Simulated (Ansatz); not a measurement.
Input file for Ansatz (an electronic-structure program): U-PBE/def2-TZVPP on O (SMILES [O]).

Ansatz 0.2 input:
```yaml
crystal:
  periodic: [false, false, false]
  atoms:
    - {symbol: O, position_ang: [0.00000000, 0.00000000, 0.00000000]}
basis:
  gaussian:
    orbitals: def2-TZVPP
hamiltonian:
  xc: {name: PBE}
magnetization: {spin_polarized: true, initial_magnetization: 2}
```

Give the final energy of this run.

-75.0097 hartree.
